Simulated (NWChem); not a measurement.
System: C$_{4}$H$_{6}$OS; SMILES O=C1CCCS1

NWChem input:

```
start job
memory heap 200 mb stack 900 mb global 1100 mb
geometry units angstroms noautoz
  O     -0.170405    -2.194789     0.057566
  C     -0.183483    -1.001755    -0.019429
  C     -1.407651    -0.117091    -0.193039
  C     -1.054954     1.275405     0.295339
  C      0.363779     1.567302    -0.186761
  S      1.297600     0.019902     0.038484
  H     -1.642548    -0.116134    -1.272839
  H     -2.256264    -0.586500     0.324269
  H     -1.075076     1.296552     1.396858
  H     -1.759420     2.040823    -0.064108
  H      0.383261     1.845356    -1.252583
  H      0.852176     2.368266     0.385442
end
basis spherical
  * library def2-tzvp
end
dft
  xc xpbe96 cpbe96
  iterations 150
  semidirect filesize 400000000
  mulliken
end
task dft energy
```

NWChem printed, in part:

```
             Northwest Computational Chemistry Package (NWChem) 7.3.0
             --------------------------------------------------------

 C1  symmetry detected

                             Geometry "geometry" -> ""
                             -------------------------

 Output coordinates in angstroms (scale by  1.889725989 to convert to a.u.)

  No.       Tag          Charge          X              Y              Z
 ---- ---------------- ---------- -------------- -------------- --------------
    1 O                    8.0000    -0.11221550    -2.19802220     0.05486444
    2 C                    6.0000    -0.15896936    -1.00572093    -0.02037615
    3 C                    6.0000    -1.40761082    -0.15572348    -0.19287825
    4 C                    6.0000    -1.09443454     1.24545452     0.29760536
    5 C                    6.0000     0.31554637     1.57800978    -0.18383874
    6 S                   16.0000     1.29266558     0.05726608     0.03927644
    7 H                    1.0000    -1.64231439    -0.15980617    -1.27271302
    8 H                    1.0000    -2.24269047    -0.64967221     0.32360315
    9 H                    1.0000    -1.11527502     1.26439888     1.39915108
   10 H                    1.0000    -1.82019205     1.99120374    -0.06082643
   11 H                    1.0000     0.32729376     1.85807602    -1.24924711
   12 H                    1.0000     0.78106297     2.39160061     0.38962050

 Effective nuclear repulsion energy (a.u.)     292.1621527976

  pbe96 is a nonlocal functional; adding pw91lda local functional.

                                 NWChem DFT Module
                                 -----------------

 Summary of "ao basis" -> "ao basis" (spherical)
 ------------------------------------------------------------------------------
       Tag                 Description            Shells   Functions and Types
 ---------------- ------------------------------  ------  ---------------------
 O                         def2-tzvp                11       31   5s3p2d1f
 C                         def2-tzvp                11       31   5s3p2d1f
 S                         def2-tzvp                13       37   5s5p2d1f
 H                         def2-tzvp                 4        6   3s1p

            General Information
            -------------------
          SCF calculation type: DFT
          Wavefunction type:  closed shell.
          No. of atoms     :    12
          No. of electrons :    54
           Alpha electrons :    27
            Beta electrons :    27
          Charge           :     0
          Spin multiplicity:     1
          Use of symmetry is: off; symmetry adaption is: off
          Maximum number of iterations: 150
          AO basis - number of functions:   228
                     number of shells:    92
          Convergence on energy requested:  1.00D-06
          Convergence on density requested:  1.00D-05
          Convergence on gradient requested:  5.00D-04

              XC Information
              --------------
          PerdewBurkeErnzerhof Exchange Functional  1.000
            Perdew 1991 LDA Correlation Functional  1.000 local
           PerdewBurkeErnz. Correlation Functional  1.000 non-local

             Grid Information
             ----------------
          Grid used for XC integration:  medium
          Radial quadrature: Mura-Knowles
          Angular quadrature: Lebedev.
          Tag              B.-S. Rad. Rad. Pts. Rad. Cut. Ang. Pts.
          ---              ---------- --------- --------- ---------
          O                   0.60       49          12.0       434
          C                   0.70       49          11.0       434
          S                   1.00       88          11.0       590
          H                   0.35       45          11.0       434
          Grid pruning is: on
          Number of quadrature shells:   603
          Spatial weights used:  Erf1

      Superposition of Atomic Density Guess
      -------------------------------------

 Sum of atomic energies:        -625.94797659

      Non-variational initial energy
      ------------------------------

 Total energy =    -629.493895
 1-e energy   =   -1438.246088
 2-e energy   =     516.590041
 HOMO         =      -0.296402
 LUMO         =      -0.000224

------------------------------------------------------------
EAF file 0: "./job.aoints.0" size=1541406720 bytes
------------------------------------------------------------
               write      read    awrite     aread      wait
               -----      ----    ------     -----      ----
     calls:     2940         0         0         0         0
   data(b): 1.54e+09  0.00e+00  0.00e+00  0.00e+00
   time(s): 0.00e+00  0.00e+00  0.00e+00  0.00e+00  0.00e+00
rate(mb/s): 0.00e+00  0.00e+00
------------------------------------------------------------

     ---------------------------------------------
      Total Density - Mulliken Population Analysis
     ---------------------------------------------

    Atom       Charge   Shell Charges
 -----------   ------   -------------------------------------------------------
    1 O    8     8.76   0.79  1.18  0.61  0.96  0.28  2.02  2.11  0.77  0.00  0.02  0.00
    2 C    6     5.28   0.86  1.12  0.53  0.59  0.10  0.89  0.89  0.13  0.04  0.12  0.02
    3 C    6     6.31   0.86  1.12  0.55  0.66  0.07  1.23  1.37  0.37  0.02  0.06  0.00
    4 C    6     6.30   0.86  1.12  0.55  0.66  0.11  1.22  1.34  0.35  0.02  0.08  0.01
    5 C    6     6.22   0.86  1.12  0.54  0.67  0.09  1.14  1.34  0.36  0.02  0.08  0.00
    6 S   16    16.09   2.01  0.49  1.48  1.07  0.75  4.18  1.69  0.89  2.32  1.12  0.02  0.07  0.01
    7 H    1     0.82   0.23  0.44  0.13  0.02
    8 H    1     0.83   0.24  0.44  0.13  0.02
    9 H    1     0.85   0.24  0.45  0.13  0.02
   10 H    1     0.84   0.24  0.45  0.13  0.02
   11 H    1     0.85   0.24  0.45  0.13  0.02
   12 H    1     0.84   0.24  0.45  0.12  0.02

   convergence    iter        energy       DeltaE   RMS-Dens  Diis-err
 ---------------- ----- ----------------- --------- --------- ---------
 d= 0,ls=0.0,diis     1   -628.9584623492 -9.21D+02  1.31D-02  2.00D+00
 d= 0,ls=0.0,diis     2   -627.9513647344  1.01D+00  1.16D-02  1.13D+01
 d= 0,ls=0.0,diis     3   -629.0604239460 -1.11D+00  4.27D-03  5.12D-01
 d= 0,ls=0.0,diis     4   -629.0747750598 -1.44D-02  2.59D-03  2.92D-01
 d= 0,ls=0.0,diis     5   -629.1128468755 -3.81D-02  5.93D-04  1.40D-02
  Resetting Diis
 d= 0,ls=0.0,diis     6   -629.1147437472 -1.90D-03  1.30D-04  1.67D-03
 d= 0,ls=0.0,diis     7   -629.1149422662 -1.99D-04  9.75D-05  1.56D-04
 d= 0,ls=0.0,diis     8   -629.1148795254  6.27D-05  8.32D-05  7.44D-04
 d= 0,ls=0.0,diis     9   -629.1149569362 -7.74D-05  2.49D-05  4.84D-05
 d= 0,ls=0.0,diis    10   -629.1149613017 -4.37D-06  5.21D-06  2.33D-06
 d= 0,ls=0.0,diis    11   -629.1149615858 -2.84D-07  8.69D-07  9.52D-08

         Total DFT energy =     -629.114961585765
      One electron energy =    -1442.998420132551
           Coulomb energy =      579.516571837535
    Exchange-Corr. energy =      -57.795266088381
 Nuclear repulsion energy =      292.162152797632

 Numeric. integr. density =       54.000027668586

                       DFT Final Molecular Orbital Analysis
                       ------------------------------------

 Vector   25  Occ=2.000000D+00  E=-3.020436D-01
              MO Center=  5.9D-01,  4.2D-01,  2.2D-02, r^2= 3.5D+00
   Bfn.  Coefficient  Atom+Function         Bfn.  Coefficient  Atom+Function
  ----- ------------  ---------------      ----- ------------  ---------------
   170      0.339734   6 S  px              173      0.212512   6 S  px
   159      0.193375   6 S  s               171     -0.184358   6 S  py
   167      0.151565   6 S  px              131      0.149069   5 C  py
   160      0.144474   6 S  s               161     -0.130520   6 S  px
   212     -0.129120  10 H  s               130     -0.127753   5 C  px

 Vector   26  Occ=2.000000D+00  E=-2.245686D-01
              MO Center=  8.3D-01, -2.6D-01, -1.1D-02, r^2= 2.9D+00
   Bfn.  Coefficient  Atom+Function         Bfn.  Coefficient  Atom+Function
  ----- ------------  ---------------      ----- ------------  ---------------
   172      0.437099   6 S  pz              175      0.308163   6 S  pz
    67     -0.281435   3 C  s               169      0.198941   6 S  pz
     8     -0.177688   1 O  pz              163     -0.165676   6 S  pz
    11     -0.145175   1 O  pz              170     -0.134407   6 S  px
     6     -0.129370   1 O  px               98      0.121228   4 C  s

 Vector   27  Occ=2.000000D+00  E=-2.184644D-01
              MO Center=  1.3D-01, -1.1D+00,  2.8D-02, r^2= 3.1D+00
   Bfn.  Coefficient  Atom+Function         Bfn.  Coefficient  Atom+Function
  ----- ------------  ---------------      ----- ------------  ---------------
     6      0.374293   1 O  px               67      0.321758   3 C  s
     9      0.306276   1 O  px               12      0.222077   1 O  px
   170      0.180315   6 S  px              172      0.179511   6 S  pz
   171      0.176677   6 S  py              173      0.139935   6 S  px
   175      0.135776   6 S  pz               68      0.113965   3 C  px

 Vector   28  Occ=0.000000D+00  E=-5.765215D-02
              MO Center= -6.0D-02, -9.3D-01, -4.8D-02, r^2= 2.8D+00
   Bfn.  Coefficient  Atom+Function         Bfn.  Coefficient  Atom+Function
  ----- ------------  ---------------      ----- ------------  ---------------
    98      0.679956   4 C  s               129     -0.616974   5 C  s
    67     -0.522610   3 C  s               195      0.424197   7 H  s
    42      0.378538   2 C  pz              105      0.362983   4 C  px
    39      0.360360   2 C  pz               45      0.313245   2 C  pz
    14     -0.305809   1 O  pz                8     -0.284378   1 O  pz

 Vector   29  Occ=0.000000D+00  E=-2.057862D-02
              MO Center=  8.8D-01,  3.6D-01, -9.0D-03, r^2= 4.2D+00
   Bfn.  Coefficient  Atom+Function         Bfn.  Coefficient  Atom+Function
  ----- ------------  ---------------      ----- ------------  ---------------
   129      1.885282   5 C  s                36     -1.056451   2 C  s
   174     -0.936170   6 S  py               67      0.887370   3 C  s
   219     -0.575085  11 H  s               225     -0.555711  12 H  s
    44     -0.491891   2 C  py              201     -0.358374   8 H  s
   171     -0.337181   6 S  py              207     -0.333116   9 H  s

 Vector   30  Occ=0.000000D+00  E= 6.387122D-03
              MO Center= -9.1D-01,  1.1D+00, -1.8D-01, r^2= 7.0D+00
   Bfn.  Coefficient  Atom+Function         Bfn.  Coefficient  Atom+Function
  ----- ------------  ---------------      ----- ------------  ---------------
    98      3.036494   4 C  s                67      1.863151   3 C  s
   213     -1.403066  10 H  s               195     -1.131008   7 H  s
   207     -1.108636   9 H  s                36     -1.046535   2 C  s
   219     -0.925808  11 H  s               225     -0.887354  12 H  s
   201     -0.808130   8 H  s               137      0.600287   5 C  py

------------------------------------------------------------
EAF file 0: "./job.aoints.0" size=2145910784 bytes
------------------------------------------------------------
               write      read    awrite     aread      wait
               -----      ----    ------     -----      ----
     calls:     4093        10         0     40920     40920
   data(b): 2.15e+09  5.24e+06  0.00e+00  2.15e+10
   time(s): 0.00e+00  0.00e+00  0.00e+00  0.00e+00  0.00e+00
rate(mb/s): 0.00e+00  0.00e+00
------------------------------------------------------------

     ---------------------------------------------
      Total Density - Mulliken Population Analysis
     ---------------------------------------------

    Atom       Charge   Shell Charges
 -----------   ------   -------------------------------------------------------
    1 O    8     8.22   0.79  1.18  0.61  0.91  0.30  1.89  1.77  0.74  0.00  0.03  0.00
    2 C    6     5.90   0.86  1.11  0.56  0.59  0.09  1.25  1.03  0.20  0.04  0.16  0.02
    3 C    6     6.15   0.85  1.12  0.51  0.68 -0.02  1.34  1.23  0.35  0.02  0.07  0.01
    4 C    6     6.20   0.85  1.12  0.51  0.67  0.05  1.34  1.21  0.36  0.02  0.07  0.01
    5 C    6     6.19   0.85  1.12  0.52  0.68  0.04  1.30  1.25  0.34  0.02  0.07  0.00
    6 S   16    16.06   2.01  0.47  1.48  1.13  0.71  4.19  1.66  0.94  2.32  0.99  0.04  0.10  0.01
    7 H    1     0.89   0.27  0.47  0.12  0.02
    8 H    1     0.88   0.27  0.47  0.11  0.02
    9 H    1     0.89   0.27  0.48  0.12  0.02
   10 H    1     0.89   0.27  0.48  0.11  0.02
   11 H    1     0.88   0.27  0.47  0.11  0.02
   12 H    1     0.87   0.27  0.47  0.10  0.02

     -------------------------------------------
      Total Density - Lowdin Population Analysis
     -------------------------------------------

    Atom       Charge   Shell Charges
 -----------   ------   -------------------------------------------------------
    1 O    8     7.85   0.87  1.09  0.53  0.58  0.34  1.72  1.78  0.86  0.00  0.07  0.01
    2 C    6     6.59   0.91  1.04  0.38  0.33  0.18  1.07  1.18  0.57  0.07  0.75  0.10
    3 C    6     6.25   0.91  1.04  0.35  0.33  0.16  1.14  1.35  0.57  0.02  0.35  0.04
    4 C    6     6.29   0.91  1.04  0.35  0.32  0.16  1.14  1.35  0.57  0.02  0.38  0.04
    5 C    6     6.44   0.91  1.04  0.38  0.35  0.18  1.12  1.38  0.64  0.02  0.39  0.04
    6 S   16    15.43   1.99  0.84  1.12  0.79  0.55  3.91  1.88  1.05  1.94  1.08  0.03  0.21  0.04
    7 H    1     0.84   0.25  0.38  0.15  0.06
    8 H    1     0.85   0.25  0.38  0.16  0.06
    9 H    1     0.85   0.25  0.39  0.16  0.06
   10 H    1     0.86   0.25  0.39  0.16  0.06
   11 H    1     0.87   0.26  0.39  0.16  0.06
   12 H    1     0.87   0.25  0.39  0.16  0.06

     Multipole analysis of the density
     ---------------------------------

     L   x y z        total         alpha         beta         nuclear
     -   - - -        -----         -----         ----         -------
     0   0 0 0      0.000000    -27.000000    -27.000000     54.000000

     1   1 0 0     -0.662006     -0.331003     -0.331003      0.000000
     1   0 1 0      1.426624      0.713312      0.713312      0.000000
     1   0 0 1     -0.135854     -0.067927     -0.067927      0.000000

     2   2 0 0    -31.638337   -122.346584   -122.346584    213.054832
     2   1 1 0      0.230978      1.182593      1.182593     -2.134208
     2   1 0 1      0.113578      0.200755      0.200755     -0.287933
     2   0 2 0    -35.186276   -168.199685   -168.199685    301.213094
     2   0 1 1      0.053869     -0.168543     -0.168543      0.390955
     2   0 0 2    -31.448247    -27.163892    -27.163892     22.879536
```

Level: PBE/def2-TZVP. Geometry: optimised at PBE0/def2-SVP.
